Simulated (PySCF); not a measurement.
A geometry optimisation, step by step.

Compound: C6H7N.
Numbering: `[CH2:1]=[CH:2][c:3]1[cH:4][cH:5][cH:6][nH:7]1` (hydrogens: H8, H9 on C1; H10 on C2; H11 on C4; H12 on C5; H13 on C6; H14 on N7)

Computed by this run: PySCF, PBE/def2-SVP geometry optimisation, gas phase; density fitting, grid level 1; the optimiser is geomeTRIC in internal coordinates, started from a GFN2-xTB structure. The frame can shift and turn from step to step; on so coarse a grid that alone can change the energy by a few meV, and forces under 0.02 eV/Å are noise.

Step 0: E = -7809.6581 eV, largest atomic force 0.911 eV/Å
```
atom  x, y, z in Å  |  force x, y, z in eV/Å
C1     -2.464    0.451    0.167   -0.490   0.228   0.119
C2     -1.536   -0.374   -0.314    0.691  -0.158  -0.062
C3     -0.113   -0.240   -0.160   -0.742  -0.134  -0.122
C4      0.891   -1.063   -0.635    0.165  -0.169  -0.099
C5      2.118   -0.518   -0.229    0.251  -0.311  -0.183
C6      1.838    0.621    0.482    0.335   0.353   0.240
N7      0.494    0.780    0.518   -0.205   0.173   0.097
H8     -2.225    1.332    0.740    0.223   0.741   0.482
H9     -3.512    0.272    0.003   -0.865  -0.159  -0.143
H10    -1.839   -1.243   -0.882   -0.222  -0.589  -0.387
H11     0.749   -1.957   -1.211   -0.188  -0.725  -0.471
H12     3.093   -0.914   -0.434    0.814  -0.286  -0.143
H13     2.499    1.319    0.958    0.514   0.579   0.394
H14     0.007    1.533    0.974   -0.281   0.456   0.277
```

Step 1: E = -7809.7963 eV, largest atomic force 0.172 eV/Å
```
atom  x, y, z in Å  |  force x, y, z in eV/Å
C1     -2.571    0.363    0.268   -0.083   0.107   0.064
C2     -1.617   -0.467   -0.213   -0.030  -0.129  -0.083
C3     -0.183   -0.346   -0.067    0.037   0.062   0.041
C4      0.838   -1.180   -0.547   -0.035  -0.142  -0.091
C5      2.083   -0.634   -0.140    0.140  -0.063  -0.032
C6      1.806    0.523    0.582    0.012   0.095   0.060
N7      0.443    0.682    0.616   -0.025   0.059   0.035
H8     -2.330    1.266    0.854   -0.015  -0.012  -0.009
H9     -3.639    0.170    0.093    0.009  -0.011  -0.007
H10    -1.932   -1.353   -0.792    0.014   0.026   0.018
H11     0.676   -2.093   -1.135   -0.001   0.027   0.018
H12     3.082   -1.036   -0.346   -0.023   0.006   0.003
H13     2.476    1.240    1.070   -0.014  -0.009  -0.006
H14    -0.046    1.447    1.079    0.015  -0.017  -0.010
```

Step 2: E = -7809.7966 eV, largest atomic force 0.081 eV/Å
```
atom  x, y, z in Å  |  force x, y, z in eV/Å
C1     -2.583    0.361    0.265    0.004   0.029   0.019
C2     -1.614   -0.459   -0.209   -0.011  -0.021  -0.014
C3     -0.178   -0.336   -0.061   -0.070   0.006   0.000
C4      0.835   -1.180   -0.547    0.012   0.029   0.020
C5      2.086   -0.640   -0.142   -0.010   0.007   0.004
C6      1.815    0.521    0.581    0.036   0.029   0.020
N7      0.454    0.690    0.621    0.013  -0.067  -0.043
H8     -2.368    1.269    0.853    0.026  -0.007  -0.004
H9     -3.646    0.149    0.079   -0.002  -0.011  -0.007
H10    -1.920   -1.347   -0.788    0.002  -0.001   0.000
H11     0.664   -2.090   -1.133   -0.005   0.005   0.004
H12     3.082   -1.046   -0.352   -0.001   0.004   0.003
H13     2.490    1.235    1.067    0.003   0.000   0.000
H14    -0.029    1.458    1.086    0.002  -0.003  -0.002
```

Step 3: E = -7809.7970 eV, largest atomic force 0.092 eV/Å
```
atom  x, y, z in Å  |  force x, y, z in eV/Å
C1     -2.577    0.365    0.267    0.001  -0.026  -0.017
C2     -1.619   -0.466   -0.213    0.016   0.054   0.035
C3     -0.182   -0.343   -0.065    0.033  -0.013  -0.006
C4      0.836   -1.182   -0.548    0.026   0.038   0.026
C5      2.086   -0.637   -0.140   -0.011  -0.001  -0.001
C6      1.812    0.524    0.583   -0.044  -0.068  -0.045
N7      0.449    0.684    0.617   -0.029   0.024   0.013
H8     -2.345    1.269    0.854    0.010  -0.003  -0.002
H9     -3.643    0.164    0.087   -0.002  -0.002  -0.002
H10    -1.930   -1.351   -0.792    0.001  -0.001   0.000
H11     0.670   -2.093   -1.134    0.002  -0.008  -0.004
H12     3.083   -1.041   -0.348    0.007  -0.005  -0.003
H13     2.483    1.240    1.070   -0.002   0.001   0.000
H14    -0.037    1.450    1.080   -0.006   0.009   0.005
```

Step 4: E = -7809.7970 eV, largest atomic force 0.076 eV/Å
```
atom  x, y, z in Å  |  force x, y, z in eV/Å
C1     -2.576    0.365    0.267    0.005   0.002   0.001
C2     -1.619   -0.465   -0.213    0.000  -0.007  -0.004
C3     -0.182   -0.343   -0.065    0.022  -0.005  -0.002
C4      0.838   -1.181   -0.546   -0.016  -0.050  -0.032
C5      2.087   -0.638   -0.141   -0.068   0.030   0.016
C6      1.808    0.521    0.581    0.038   0.042   0.028
N7      0.446    0.685    0.617    0.029  -0.018  -0.011
H8     -2.337    1.269    0.853   -0.015   0.004   0.001
H9     -3.642    0.167    0.089    0.005   0.000   0.000
H10    -1.931   -1.351   -0.791    0.000   0.000   0.000
H11     0.672   -2.092   -1.133   -0.004  -0.005  -0.003
H12     3.085   -1.042   -0.348   -0.006   0.002   0.001
H13     2.478    1.238    1.069    0.003   0.004   0.002
H14    -0.040    1.451    1.080    0.007   0.000   0.000
```

Step 5: E = -7809.7972 eV, largest atomic force 0.032 eV/Å
```
atom  x, y, z in Å  |  force x, y, z in eV/Å
C1     -2.576    0.365    0.267    0.005   0.004   0.003
C2     -1.618   -0.465   -0.213   -0.003  -0.006  -0.004
C3     -0.182   -0.342   -0.065    0.008   0.001   0.001
C4      0.837   -1.181   -0.547   -0.006  -0.024  -0.015
C5      2.086   -0.638   -0.141   -0.027   0.012   0.007
C6      1.810    0.522    0.581    0.021   0.021   0.014
N7      0.447    0.685    0.618    0.009  -0.010  -0.007
H8     -2.340    1.269    0.853   -0.011   0.003   0.001
H9     -3.643    0.165    0.088    0.004   0.000   0.000
H10    -1.929   -1.351   -0.791    0.000  -0.001   0.000
H11     0.670   -2.092   -1.133   -0.002  -0.001   0.000
H12     3.083   -1.042   -0.348   -0.002   0.001   0.001
H13     2.480    1.238    1.069    0.001   0.001   0.001
H14    -0.038    1.452    1.081    0.004   0.000   0.000
```

Step 6: E = -7809.7973 eV, largest atomic force under 0.02 eV/Å
```
atom  x, y, z in Å  |  force x, y, z in eV/Å
C1     -2.577    0.365    0.267   -0.003  -0.003  -0.002
C2     -1.618   -0.463   -0.212    0.004   0.004   0.003
C3     -0.181   -0.342   -0.064    0.007   0.004   0.003
C4      0.836   -1.181   -0.547    0.002  -0.006  -0.004
C5      2.086   -0.639   -0.141   -0.008   0.002   0.001
C6      1.812    0.522    0.582   -0.001  -0.003  -0.002
N7      0.449    0.685    0.618   -0.004   0.004   0.002
H8     -2.347    1.271    0.853    0.006  -0.002  -0.001
H9     -3.643    0.162    0.086   -0.002   0.000  -0.001
H10    -1.929   -1.350   -0.790   -0.001   0.000   0.001
H11     0.669   -2.093   -1.133    0.000  -0.001   0.000
H12     3.083   -1.043   -0.348    0.000  -0.001   0.000
H13     2.483    1.238    1.069    0.000   0.000   0.000
H14    -0.036    1.452    1.081    0.000   0.002   0.001
```

**Question.** Summarise the path.

**Answer.** The energy falls by 13.43 kJ/mol from step 0 to step 6; nine tenths of that is first reached at step 1. It never rises by more than 0.2 meV. The largest force goes from 0.911 to under 0.02 eV/Å. Among the bonds C1–H8 changes most, from 1.078 to 1.103 Å; the atoms move by 0.043 Å rms after alignment.

**Question.** Follow the three bonds and two angles with the largest change from start to end.

**Answer.** 
```
step  E above end (kJ/mol)  largest force (eV/Å)  C1–H8 (Å)  C1–H9 (Å)  C4–H11 (Å)  C1–C2–C3 (°)  C1–C2–H10 (°)
   0                 13.43                 0.911      1.078      1.075       1.072         126.4          119.5
   1                  0.09                 0.172      1.104      1.100       1.097         127.7          118.5
   2                  0.06                 0.081      1.103      1.099       1.096         128.4          118.2
   3                  0.02                 0.092      1.103      1.099       1.096         127.8          118.6
   4                  0.03                 0.076      1.103      1.100       1.096         127.7          118.6
   5                  0.00                 0.032      1.103      1.100       1.096         127.8          118.5
   6                  0.00            under 0.02      1.103      1.099       1.096         127.9          118.5
```

The cost below is that of the whole optimisation. On one thread, Intel Xeon Platinum 8259CL at 2.50 GHz (x86_64), shared host with 96 logical CPUs at a one-minute load of 45, this took 85 s and 0.51 GiB of memory at its peak.
